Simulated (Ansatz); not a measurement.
Ga(NH2)3 (GaN3H6). The state is a singlet with charge 0. Geometry PBE0-D4/def2-SVP; atoms count from 1.

```xyz
10

Ga    0.019    0.039    0.006
N    -1.179    0.846   -1.097
H    -2.119    1.075   -0.805
H    -1.115    0.788   -2.105
N     1.608   -0.545   -0.654
H     2.242   -1.119   -0.114
H     1.779   -0.649   -1.645
N    -0.296   -0.022    1.796
H    -1.210    0.157    2.191
H     0.271   -0.571    2.427
```

(1) Estimate the Mulliken populations from the PBE0/def2-TZVP orbitals of Ansatz.

(2) And the Mayer bond orders between heavy atoms (over 0.3)?

## Answers

(1) 
```json
{"atom": "Ga1", "charge (e)": "0.57"}
{"atom": "N2", "charge (e)": "-0.66"}
{"atom": "H3", "charge (e)": "0.23"}
{"atom": "H4", "charge (e)": "0.23"}
{"atom": "N5", "charge (e)": "-0.66"}
{"atom": "H6", "charge (e)": "0.23"}
{"atom": "H7", "charge (e)": "0.23"}
{"atom": "N8", "charge (e)": "-0.66"}
{"atom": "H9", "charge (e)": "0.23"}
{"atom": "H10", "charge (e)": "0.23"}
```
Mulliken values depend strongly on the basis.

(2) Ga1–N2 1.12 (1.82 Å); Ga1–N5 1.12 (1.82 Å); Ga1–N8 1.12 (1.82 Å).
